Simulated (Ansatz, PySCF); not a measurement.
Molecule: sum formula H5SiNO3 (charge 0, singlet). 
Coordinates optimised at B3LYP-D3(BJ)/def2-TZVP (Ansatz, a first-principles code):
```
Si
O 1 1.6386
H 2 0.9603 1 115.99
O 1 1.6449 2 107.20 3 27.25
H 4 0.9603 1 116.37 2 -137.92
O 1 1.6463 2 115.88 3 -87.54
H 6 0.9605 1 116.38 2 -69.41
N 1 1.7005 2 103.64 3 153.15
H 8 1.0065 1 121.51 2 176.64
H 8 1.0070 9 111.93 1 -151.57
```

Dipole moments at this geometry, in debye (magnitudes).

```json
[
 {"level": "SVWN5/def2-TZVPD", "program": "PySCF", "dipole (D)": "1.06"},
 {"level": "PBE/def2-TZVPD", "program": "Ansatz", "dipole (D)": "1.02"},
 {"level": "BLYP/def2-TZVPD", "program": "Ansatz", "dipole (D)": "1.02"},
 {"level": "revPBE/def2-TZVPD", "program": "Ansatz", "dipole (D)": "1.01"},
 {"level": "r2SCAN/def2-TZVPD", "program": "Ansatz", "dipole (D)": "1.04"},
 {"level": "B97M-V/def2-TZVPD", "program": "Ansatz", "dipole (D)": "1.02"},
 {"level": "B3LYP/def2-TZVPD", "program": "Ansatz", "dipole (D)": "1.05"},
 {"level": "BHLYP/def2-TZVPD", "program": "Ansatz", "dipole (D)": "(withheld)"},
 {"level": "TPSSh/def2-TZVPD", "program": "PySCF", "dipole (D)": "1.03"},
 {"level": "r2SCANh/def2-TZVPD", "program": "Ansatz", "dipole (D)": "1.05"},
 {"level": "M06-2X/def2-TZVPD", "program": "PySCF", "dipole (D)": "1.07"},
 {"level": "LC-wPBE/def2-TZVPD", "program": "Ansatz", "dipole (D)": "1.09"},
 {"level": "wB97M-V/def2-TZVPD", "program": "Ansatz", "dipole (D)": "1.06"},
 {"level": "CCSD(T)/aug-cc-pV(D+d)Z", "program": "Ansatz", "dipole (D)": "(withheld)"}
]
```

Task: What belongs in the gaps?

Result: 
- BHLYP/def2-TZVPD, dipole (D): 1.09
- CCSD(T)/aug-cc-pV(D+d)Z, dipole (D): 1.04
